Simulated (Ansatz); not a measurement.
**Worked example: BH3(SeH2) → BH2(SeH) + H2**

Species: BH3(SeH2), singlet; BH2(SeH), singlet; H2, singlet. 

Shapes, held fixed at every level: PBE0-D4/def2-TZVP. Programs: Ansatz 0.2.0. The zero-point and thermal change to 298 K, harmonic and unscaled (PBE0-D4/def2-TZVP), is -12.5 kJ/mol.

At CCSD(T)/def2-TZVPP; 1 Eh = 2625.50 kJ/mol:

| species | energy (Eh) |
| --- | --- |
| BH3(SeH2) | -2427.875844 |
| BH2(SeH) | -2426.710889 |
| H2 | -1.172332 |

Problem. Work out ΔH(298 K) of the reaction at this level.

Solution. 
1. Products less reactants: (-2426.710889) + (-1.172332) − [(-2427.875844)] = -0.007377 Eh = -19.4 kJ/mol.
2. With the thermal change: -19.4 + (-12.5) = -31.9 kJ/mol.

Other levels give -60.2 (HF/def2-TZVPP) to -23.6 kJ/mol (r2SCAN0-D4/def2-TZVPP). No measured value is set beside it here. Relativity is left out for Se unless named. Correlated rows may include outer-core shells of Se, which these sets cover unevenly.
